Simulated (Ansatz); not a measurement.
C2H10B2Si (`BC(C)B[SiH3]`). Charge 0, multiplicity 1. All single points use the PBE0-D4/def2-TZVP geometry. It is one conformer, not always the lowest.

```xyz
15

B    -1.552   -0.012   -0.480
C    -0.401   -0.329    0.517
C    -0.573   -1.536    1.427
B     0.896   -0.146   -0.290
Si    1.493    1.610   -1.078
H    -2.539   -0.692   -0.492
H    -1.495    0.943   -1.200
H    -0.573    0.643    1.044
H     0.142   -1.526    2.253
H    -0.402   -2.457    0.864
H    -1.578   -1.589    1.852
H     1.566   -1.119   -0.514
H     0.669    2.772   -0.636
H     2.910    1.885   -0.699
H     1.440    1.551   -2.568
```

(1) What is the dipole moment at ωB97M-V/def2-TZVPP? (An estimate is asked.)

(2) And with PBE, r2SCAN, B3LYP? (An estimate is asked.)

(3) Give the Mulliken charges with ωB97M-V, PBE, B3LYP in def2-TZVPP. (Best estimate.)

## Answers

(1) Ansatz gave: 1.38 D, with components (-0.62, -0.62, 1.06) D in this frame, pointing from negative to positive charge.

(2) Computed: PBE 1.45 D, r2SCAN 1.43 D, B3LYP 1.38 D.

(3) The calculation gave: 
```
atom  ωB97M-V    PBE  B3LYP
  B1    -0.19  -0.12  -0.13
  C2    -0.08   0.04   0.02
  C3    -0.30  -0.24  -0.23
  B4    -0.09  -0.02  -0.02
 Si5     0.02   0.05   0.11
  H6     0.09   0.02   0.04
  H7     0.10   0.05   0.06
  H8     0.13   0.10   0.09
  H9     0.11   0.08   0.08
 H10     0.11   0.09   0.08
 H11     0.11   0.08   0.09
 H12     0.09   0.02   0.04
 H13    -0.04  -0.06  -0.08
 H14    -0.03  -0.06  -0.07
 H15    -0.03  -0.05  -0.07
```

B3LYP here is the variant with VWN-RPA as its local correlation; programs differ in this.
